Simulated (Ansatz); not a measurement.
1-ethyl-3-methylimidazolium bistriflimide (C₈H₁₁F₆N₃O₄S₂) was relaxed with r2SCAN-D4 (def2-SVP) in Ansatz in these states: charge -1 doublet, neutral singlet. The geometries follow in no particular order.

A:

```xyz
34

C    -3.593   -0.369   -1.333
C    -2.327    0.119   -0.629
N    -1.796   -0.839    0.302
C    -1.863   -0.771    1.681
C    -1.034   -1.712    2.202
N    -0.440   -2.423    1.152
C     0.929   -2.878    1.239
C    -0.940   -1.906   -0.082
H    -3.941    0.367   -2.076
H    -4.407   -0.543   -0.609
H    -3.396   -1.321   -1.851
H    -1.536    0.347   -1.368
H    -2.503    1.060   -0.084
H    -2.498   -0.044    2.184
H    -0.803   -1.936    3.242
H     1.651   -2.041    1.168
H     1.135   -3.579    0.415
H     1.082   -3.406    2.195
H    -0.184   -1.659   -0.846
O    -0.511    2.002    1.368
S     0.832    1.479    1.097
O     1.501    0.609    2.071
N     0.859    0.957   -0.422
S     2.196    0.356   -1.087
O     2.146   -1.091   -1.337
O     3.452    0.942   -0.597
C     1.953    1.087   -2.783
F     0.800    0.689   -3.328
F     2.952    0.676   -3.576
F     1.970    2.419   -2.747
C     1.895    3.051    1.099
F     1.332    3.947    1.925
F     3.128    2.816    1.532
F     1.958    3.596   -0.118
```

B:

```xyz
34

C     1.807   -0.644   -3.394
C     1.287   -0.122   -2.068
N    -0.079   -0.574   -1.782
C    -1.226   -0.158   -2.425
C    -2.284   -0.681   -1.734
N    -1.758   -1.408   -0.686
C    -2.510   -1.977    0.426
C    -0.425   -1.323   -0.730
H     2.829   -0.272   -3.557
H     1.190   -0.301   -4.239
H     1.837   -1.745   -3.410
H     1.900   -0.451   -1.217
H     1.258    0.978   -2.019
H    -1.198    0.509   -3.282
H    -3.355   -0.566   -1.876
H    -3.096   -1.171    0.889
H    -1.792   -2.351    1.166
H    -3.162   -2.787    0.069
H     0.243   -1.727    0.035
O    -0.240    2.260   -0.624
S    -0.540    1.653    0.679
O    -1.866    1.050    0.900
N     0.694    0.682    1.049
S     0.645   -0.236    2.380
O     0.409   -1.662    2.055
O    -0.056    0.346    3.524
C     2.465   -0.178    2.773
F     3.175   -0.654    1.746
F     2.695   -0.936    3.841
F     2.846    1.066    3.027
C    -0.440    3.083    1.911
F    -0.751    4.209    1.271
F    -1.293    2.902    2.906
F     0.793    3.186    2.395
```

Problem. Judge from the bond lengths which geometry belongs to which state (an estimate).

Solution. A is the charge -1 doublet (N6–C8 1.428 Å, N3–C8 1.420 Å, C2–N3 1.438 Å); B is the neutral singlet (N6–C8 1.337 Å, N3–C8 1.337 Å, C2–N3 1.468 Å).

At r2SCAN-D4/def2-SVP the highest occupied level of the relaxed charge -1 doublet lies above zero (up to 1.35 eV). By energy differences its removal costs 0.36 eV (each at its own geometry, to the charge 0 singlet, at PBE0-D4/def2-TZVP).
